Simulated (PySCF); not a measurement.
Dissociation curve of AsH, triplet.

Computed with: UMP2 = PySCF with MP2 on UHF/def2-TZVP, 9 core orbitals frozen; UCCSD(T) = CCSD(T) on UHF/def2-TZVP, 9 core orbitals frozen in PySCF.

Energies relative to the lowest point of each curve near equilibrium, in kJ/mol:

```json
[
 {"R / Å": "1.24", "UMP2": "110.2"},
 {"R / Å": "1.30", "UMP2": "61.2"},
 {"R / Å": "1.38", "UMP2": "21.6"},
 {"R / Å": "1.46", "UMP2": "3.4"},
 {"R / Å": "1.49", "UMP2": "0.7"},
 {"R / Å": "1.53", "UMP2": "0.0"},
 {"R / Å": "1.58", "UMP2": "2.9"},
 {"R / Å": "1.62", "UMP2": "7.7"},
 {"R / Å": "1.69", "UMP2": "20.2"},
 {"R / Å": "1.80", "UMP2": "47.2"},
 {"R / Å": "1.91", "UMP2": "80.6"}
]
```

**Question.** Estimate the UCCSD(T) values at these points.

**Answer.** 1.24: 114.9; 1.30: 65.1; 1.38: 24.3; 1.46: 4.7; 1.49: 1.5; 1.53: 0.0; 1.58: 1.9; 1.62: 5.8; 1.69: 16.6; 1.80: 40.5; 1.91: 68.8 (kJ/mol).

The scan ran from 1.24 to 6.20 Å; beyond the distances shown one of the unrestricted levels run for this scan, shown here or not, changes its spin distribution in one step.
